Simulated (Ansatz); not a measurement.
Q: Predict a relaxed structure of BiH2(vinyl) (C2H5Bi), charge 0, singlet, at PBE-D4/def2-TZVP (Ansatz).

A: 
```csv
atom,x (Å),y (Å),z (Å)
Bi1,1.4224,0.5657,0.9382
H2,2.5218,0.6326,-0.5005
H3,1.0824,2.3321,0.7233
C4,-0.3536,-0.0328,-0.3205
C5,-1.1432,-1.0493,0.0308
H6,-0.5486,0.5383,-1.2323
H7,-0.9751,-1.6405,0.9366
H8,-2.0061,-1.3462,-0.5756
```
 This is one stationary point.

In the def2 sets Bi takes a core potential; there is no spin–orbit coupling.
